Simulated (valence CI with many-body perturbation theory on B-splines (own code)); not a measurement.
## E1 transitions of Bi⁺

Computed by relativistic CI+MBPT: four valence electrons over a frozen Dirac-Fock core [Xe] 4f14 5d10, radial functions for each j: 11 s, 11 p, 9 d, 7 f, 5 g, 2 h, 1 i, with the one-electron correlation potential Σ1, the two-electron term Σ2, the three-electron term Σ3, Breit, model QED; selected CI, second order for the rest, scaled by the run's own slope (own B-spline code, finite nucleus).

Set against measurement, 25 paired levels are off by 192 cm⁻¹ on average, the worst by 582. These come from a selection out of the NIST Handbook of Basic Atomic Spectroscopic Data. Levels without a partner in it may be off by more. Among the levels kept, up to 260 cm⁻¹ of a level comes from second order outside the variational space, and about a tenth of that is noise between levels of different J, which matters for small intervals.

Lines 1 to 50 of 233 in falling wavelength, among levels below 114682 cm⁻¹, chosen from the strongest by gf and those to the six lowest levels. Wavelengths and rates use the calculated energies, so an error of 200 cm⁻¹ moves a line at 19850 Å by 4 % and its rate by three times that or more. Electric multipoles are in the length gauge, E1 and E2 with the static RPA response of the core. Weak lines are less certain than strong ones. Lines between different terms over intervals too small for the method are left out, as are lines whose strength nearly cancels. Where a level lies close to another of its J and parity, the split of strength between their lines is uncertain. The highest levels of a list are the least certain.

Levels are named by their leading jj configuration (3d3/2^4 stands for four electrons in 3d with j = 3/2), which in mixed levels can hold well under half, so a name can repeat and another be missing. Letters in brackets count levels of one name in rising energy.

```csv
λ vac (Å),λ from measured levels,Upper,Lower,A (s⁻¹),log gf,Branch %
41670,,(6s^2 6p1/2 7d5/2) J=2,(5f5/2 6s^2 6p1/2) J=3,1.51e+05,-0.71,0.0
41040,,(5f7/2 6s^2 6p1/2) J=4,(6s^2 6p3/2 6d3/2) J=3,2.62e+05,-0.23,0.1
39270,,(5f7/2 6s^2 6p1/2) J=3,(6s^2 6p3/2 6d5/2) J=2 [b],4.25e+04,-1.16,0.0
39140,,(6s^2 6p1/2 7d5/2) J=2,(5f7/2 6s^2 6p1/2) J=3,4.46e+05,-0.29,0.0
39090,,(6s^2 6p1/2 7d5/2) J=3,(5f7/2 6s^2 6p1/2) J=4,5.16e+05,-0.08,0.0
37970,,(6s^2 6p1/2 7d5/2) J=2,(5f5/2 6s^2 6p1/2) J=2,6.52e+04,-1.15,0.0
32220,,(6s^2 6p1/2 8p3/2) J=2,(6s^2 6p1/2 7d3/2) J=2,2.45e+05,-0.72,0.5
31970,,(6s^2 6p1/2 7d3/2) J=1 [b],(5f5/2 6s^2 6p1/2) J=2,3.74e+05,-0.76,0.0
30260,,(6s^2 6p3/2 7p1/2) J=2,(6s^2 6p3/2 6d3/2) J=3,4.03e+05,-0.56,0.3
26170,,(6s 6p1/2 6p3/2^2) J=0,(6s^2 6p1/2 8p3/2) J=1,1.05e+06,-0.97,0.0
25050,,(6s^2 6p3/2 6d5/2) J=3,(5f7/2 6s^2 6p1/2) J=4,1.56e+05,-0.99,0.0
24380,,(5f5/2 6s^2 6p1/2) J=2,(6s^2 6p1/2 8s) J=1 [b],1.81e+05,-1.09,0.1
24120,,(6s^2 6p1/2 9s) J=1,(6s^2 6p3/2 7p3/2) J=2,4.81e+05,-0.90,0.0
22340,,(6s^2 6p3/2 7p1/2) J=1,(6s^2 6p1/2 8s) J=1 [b],5.83e+05,-0.88,0.7
21590,,(6s^2 6p3/2 7p3/2) J=0,(6s^2 6p1/2 7d3/2) J=1 [b],4.50e+06,-0.50,5.2
19850,19270,(6s^2 6p1/2 7p1/2) J=1,(6s^2 6p1/2 6d3/2) J=2,2.60e+06,-0.34,4.4
19610,,(6s^2 6p1/2 9s) J=0,(6s^2 6p3/2 7p3/2) J=1,2.33e+06,-0.87,0.3
19490,,(6s 6p1/2 6p3/2^2) J=1,(6s^2 6p1/2 8p3/2) J=2,3.62e+06,-0.21,0.2
19050,,(6s^2 6p1/2 9s) J=1,(6s^2 6p3/2 7p3/2) J=1,9.16e+05,-0.83,0.1
18970,,(6s^2 6p1/2 8p3/2) J=2,(6s^2 6p3/2 6d3/2) J=3,2.23e+06,-0.22,4.2
18550,,(5f7/2 6s^2 6p1/2) J=3,(6s^2 6p3/2 6d5/2) J=4,3.08e+05,-0.95,0.1
18480,,(6s 6p1/2 6p3/2^2) J=1,(6s^2 6p1/2 8p3/2) J=1,1.53e+06,-0.63,0.1
18300,,(6s^2 6p3/2 7p1/2) J=2,(6s^2 6p1/2 8s) J=1 [b],5.54e+05,-0.86,0.4
18240,,(6s^2 6p1/2 8p1/2) J=1,(6s^2 6p1/2 8s) J=0,2.70e+06,-0.39,16.6
17890,,(6s^2 6p1/2 8p1/2) J=1,(6s^2 6p1/2 8s) J=1 [b],3.43e+06,-0.31,21.1
17350,,(6s^2 6p1/2 9s) J=1,(6s^2 6p1/2 8p3/2) J=2,9.58e+06,0.11,0.5
16980,,(6s^2 6p1/2 9s) J=0,(6s^2 6p1/2 8p3/2) J=1,1.61e+07,-0.16,2.3
16920,,(5f7/2 6s^2 6p1/2) J=3,(6s^2 6p3/2 6d5/2) J=2 [a],1.18e+06,-0.45,0.5
16830,,(6s^2 6p1/2 8p1/2) J=1,(6s^2 6p1/2 8s) J=1 [a],4.83e+06,-0.21,29.7
16550,,(6s^2 6p1/2 9s) J=1,(6s^2 6p1/2 8p3/2) J=1,9.53e+05,-0.93,0.1
16110,,(6s^2 6p3/2 7p1/2) J=1,(6s^2 6p3/2 6d5/2) J=2 [a],1.67e+06,-0.71,2.1
15850,,(6s^2 6p3/2 7p3/2) J=1,(6s^2 6p3/2 6d5/2) J=2 [b],2.47e+06,-0.55,2.2
15740,15310,(6s^2 6p1/2 7p3/2) J=2,(6s^2 6p1/2 6d5/2) J=3,5.53e+06,0.01,4.7
15690,,(6s^2 6p1/2 8p1/2) J=1,(6s^2 6p3/2 6d3/2) J=0,1.24e+06,-0.86,7.6
15620,15340,(6s^2 6p1/2 7p3/2) J=1,(6s^2 6p1/2 6d5/2) J=2,4.37e+06,-0.32,3.5
15590,15380,(6s^2 6p1/2 7p1/2) J=0,(6s^2 6p1/2 6d3/2) J=1,6.02e+06,-0.66,7.2
15480,,(6s^2 6p1/2 8p1/2) J=0,(6s^2 6p1/2 8s) J=1 [b],9.38e+06,-0.47,30.1
15330,15710,(6s 6p1/2 6p3/2^2) J=2,(6s^2 6p1/2 7p3/2) J=1,7.33e+05,-0.89,0.3
14850,,(6s^2 6p1/2 9s) J=1,(6s^2 6p1/2 8p1/2) J=0,3.59e+06,-0.45,0.2
14680,,(6s^2 6p1/2 8p1/2) J=0,(6s^2 6p1/2 8s) J=1 [a],7.43e+06,-0.62,23.8
14340,,(6s 6p1/2 6p3/2^2) J=1,(6s^2 6p1/2 8p1/2) J=1,4.66e+06,-0.37,0.2
14190,,(6s^2 6p1/2 8p3/2) J=1,(6s^2 6p1/2 8s) J=0,7.41e+06,-0.17,14.0
13980,,(6s^2 6p1/2 8p3/2) J=1,(6s^2 6p1/2 8s) J=1 [b],1.25e+06,-0.96,2.4
13540,13580,(6s 6p1/2^2 6p3/2) J=1,(6s^2 6p1/2 7p1/2) J=0,2.10e+06,-0.76,0.1
13490,,(6s^2 6p3/2 7p3/2) J=2,(6s^2 6p3/2 6d5/2) J=2 [b],8.84e+05,-0.92,0.7
13460,,(6s^2 6p1/2 8p3/2) J=2,(6s^2 6p1/2 8s) J=1 [b],9.59e+06,0.11,18.2
13420,,(6s^2 6p1/2 9s) J=0,(6s^2 6p1/2 8p1/2) J=1,1.15e+07,-0.51,1.6
13320,,(6s^2 6p1/2 8p3/2) J=1,(6s^2 6p1/2 8s) J=1 [a],4.48e+06,-0.45,8.5
13150,,(6s^2 6p1/2 9s) J=1,(6s^2 6p1/2 8p1/2) J=1,4.16e+06,-0.49,0.2
12940,,(6s^2 6p1/2 9s) J=1,(6s^2 6p3/2 7p1/2) J=2,1.45e+06,-0.96,0.1
```

Problem. How does gf follow from A for the line at 39090 Å?

Solution. gf = 1.4992 × (2J+1)_upper × A / σ², with σ = 2558 cm⁻¹ and 2J+1 = 7: gf = 0.828.
